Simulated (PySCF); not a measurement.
# Stationary points of HSnO

These are results of PBE0 in PySCF with Sn def2-TZVP with ECP28, O def2-TZVP, H def2-TZVP; scalar-relativistic core potentials, no spin–orbit coupling; density-fitted integrals, not measurements.

Relaxations began from a few typed shapes; open shells are unrestricted. The search is not exhaustive: other isomers or separated fragments can lie lower, and high-lying points may rest on an excited occupation.

(1) Which is the lowest minimum found?
A. doublet C∞v: Sn–H 2.269 Å, Sn–O 1.828 Å; H–Sn–O 180.0°
B. doublet Cs: Sn–H 1.778 Å, Sn–O 1.913 Å; H–Sn–O 96.1°

Answers

(1) B. The others lie at 96.4 (doublet C∞v, a saddle point) kJ/mol above it.

For the lowest minimum: with an element this heavy the missing spin–orbit coupling can shift these numbers.
